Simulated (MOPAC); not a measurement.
MOPAC input (PM3):

```
PM3 1SCF UHF MS=0.5 GEO-OK AUX(PRECISION=9) THREADS=1
C3H8FGe

C     0.92400200 1    1.57709700 1   -0.71102100 1
Ge    0.01107000 1    0.02168400 1   -0.02860400 1
C    -1.91372600 1    0.09047000 1   -0.34195000 1
C     0.87282800 1   -1.64489100 1   -0.56542700 1
F     0.18622200 1    0.07276000 1    1.73471100 1
H     0.42040300 1    2.52580300 1   -0.85458700 1
H     1.98433400 1    1.57230700 1   -0.93451500 1
H    -2.32159500 1    1.01949800 1    0.05535600 1
H    -2.12811500 1    0.04028300 1   -1.41008300 1
H    -2.40108200 1   -0.74750100 1    0.15542200 1
H     1.92601600 1   -1.62468300 1   -0.28669200 1
H     0.39422600 1   -2.48731600 1   -0.06704400 1
H     0.79693900 1   -1.78317300 1   -1.64452300 1
```

From the output:

```
                                                       MOPAC v23.2.5 Linux

          FINAL HEAT OF FORMATION =        -55.40116 KCAL/MOL =    -231.79847 KJ/MOL

          COSMO AREA              =        136.76 SQUARE ANGSTROMS
          COSMO VOLUME            =        128.83 CUBIC ANGSTROMS

          IONIZATION POTENTIAL    =         10.135156 EV
          ALPHA SOMO LUMO (EV)    =        -10.135 -0.124
          BETA  SOMO LUMO (EV)    =        -11.139 -0.322
          NO. OF ALPHA ELECTRONS  =         16
          NO. OF BETA  ELECTRONS  =         15
          MOLECULAR WEIGHT        =        135.6846         POINT GROUP:  Cs

          MOLECULAR DIMENSIONS (Angstroms)

            Atom       Atom       Distance
            H    10    H     7     5.07950
            H    12    H     6     4.42680
            H    13    F     5     3.47869

          SCF CALCULATIONS        =          1

   ATOM   CHEMICAL          X               Y               Z
  NUMBER   SYMBOL      (ANGSTROMS)     (ANGSTROMS)     (ANGSTROMS)

     1       C          0.92400200  *   1.57709700  *  -0.71102100  *
     2      Ge          0.01107000  *   0.02168400  *  -0.02860400  *
     3       C         -1.91372600  *   0.09047000  *  -0.34195000  *
     4       C          0.87282800  *  -1.64489100  *  -0.56542700  *
     5       F          0.18622200  *   0.07276000  *   1.73471100  *
     6       H          0.42040300  *   2.52580300  *  -0.85458700  *
     7       H          1.98433400  *   1.57230700  *  -0.93451500  *
     8       H         -2.32159500  *   1.01949800  *   0.05535600  *
     9       H         -2.12811500  *   0.04028300  *  -1.41008300  *
    10       H         -2.40108200  *  -0.74750100  *   0.15542200  *
    11       H          1.92601600  *  -1.62468300  *  -0.28669200  *
    12       H          0.39422600  *  -2.48731600  *  -0.06704400  *
    13       H          0.79693900  *  -1.78317300  *  -1.64452300  *

                             CARTESIAN COORDINATES

   1    C        0.924002000     1.577097000    -0.711021000
   2   Ge        0.011070000     0.021684000    -0.028604000
   3    C       -1.913726000     0.090470000    -0.341950000
   4    C        0.872828000    -1.644891000    -0.565427000
   5    F        0.186222000     0.072760000     1.734711000
   6    H        0.420403000     2.525803000    -0.854587000
   7    H        1.984334000     1.572307000    -0.934515000
   8    H       -2.321595000     1.019498000     0.055356000
   9    H       -2.128115000     0.040283000    -1.410083000
  10    H       -2.401082000    -0.747501000     0.155422000
  11    H        1.926016000    -1.624683000    -0.286692000
  12    H        0.394226000    -2.487316000    -0.067044000
  13    H        0.796939000    -1.783173000    -1.644523000

           Empirical Formula: C3 H8 Ge F  =    13 atoms

      MOLECULAR POINT GROUP   :   Cs

          ALPHA EIGENVALUES
 -29.64325 -28.46910 -26.92652 -19.93749 -15.88984 -15.55130 -15.53716 -14.35319
 -14.16080 -14.05741 -13.68872 -13.59277 -12.76595 -11.60900 -11.18099 -10.13516
  -0.12392   0.18106   0.31869   2.24425   4.06272   4.21123   4.25806   4.38204
   4.39095   4.40373   4.41559   4.55978

           BETA EIGENVALUES
 -29.53915 -28.45168 -25.32885 -19.85200 -15.86811 -15.55188 -15.52969 -14.11355
 -14.07134 -14.05559 -13.68180 -13.48803 -12.41708 -11.15633 -11.13851  -0.32159
   0.15708   0.53634   1.44853   2.50089   4.21139   4.26547   4.38859   4.39866
   4.41282   4.42149   4.72810   5.03905

              NET ATOMIC CHARGES AND DIPOLE CONTRIBUTIONS

  ATOM NO.   TYPE          CHARGE      No. of ELECS.   s-Pop       p-Pop
    1          C          -0.286868        4.2869     1.27719     3.00967
    2         Ge           0.537100        3.4629     0.83362     2.62928
    3          C          -0.226159        4.2262     1.16601     3.06015
    4          C          -0.225813        4.2258     1.16599     3.05982
    5          F          -0.301482        7.3015     1.66739     5.63409
    6          H           0.076233        0.9238     0.92377
    7          H           0.076397        0.9236     0.92360
    8          H           0.061232        0.9388     0.93877
    9          H           0.054104        0.9459     0.94590
   10          H           0.059948        0.9401     0.94005
   11          H           0.061215        0.9388     0.93879
   12          H           0.059994        0.9400     0.94001
   13          H           0.054099        0.9459     0.94590
 DIPOLE           X         Y         Z       TOTAL
 POINT-CHG.    -0.540    -0.598    -2.114     2.262
 HYBRID         0.139     0.254    -0.205     0.355
 SUM           -0.401    -0.343    -2.319     2.378

          ATOMIC ORBITAL ELECTRON POPULATIONS

     Atom    s        px        py        pz
    1  C   1.27719   1.01535   1.00787   0.98645
    2 Ge   0.83362   0.96587   0.94638   0.71704
    3  C   1.16601   0.99854   1.03520   1.02641
    4  C   1.16599   1.02715   1.00745   1.02522
    5  F   1.66739   1.97219   1.97388   1.68802
    6  H   0.92377
    7  H   0.92360
    8  H   0.93877
    9  H   0.94590
   10  H   0.94005
   11  H   0.93879
   12  H   0.94001
   13  H   0.94590

                    (SZ)    =    0.500000
                    (S**2)  =    0.793676

          ATOMIC ORBITAL SPIN POPULATIONS

    Atom   Total    s     px     py     pz
         Atomic
    1  C  1.2995  0.087  0.142  0.189  0.882
    2 Ge -0.1926 -0.037 -0.041 -0.086 -0.028
    3  C  0.0232  0.003  0.016  0.002  0.002
    4  C  0.0260  0.004  0.005  0.015  0.003
    5  F  0.0188  0.008 -0.002 -0.004  0.016
    6  H -0.0800 -0.080
    7  H -0.0800 -0.080
    8  H -0.0017 -0.002
    9  H -0.0021 -0.002
   10  H -0.0034 -0.003
   11  H -0.0018 -0.002
   12  H -0.0035 -0.004
   13  H -0.0023 -0.002

 **********************
 *                    *
 * JOB ENDED NORMALLY *
 *                    *
 **********************

 == MOPAC DONE ==
```

The geometry given is a B3LYP-D3(BJ)/def2-TZVP minimum.
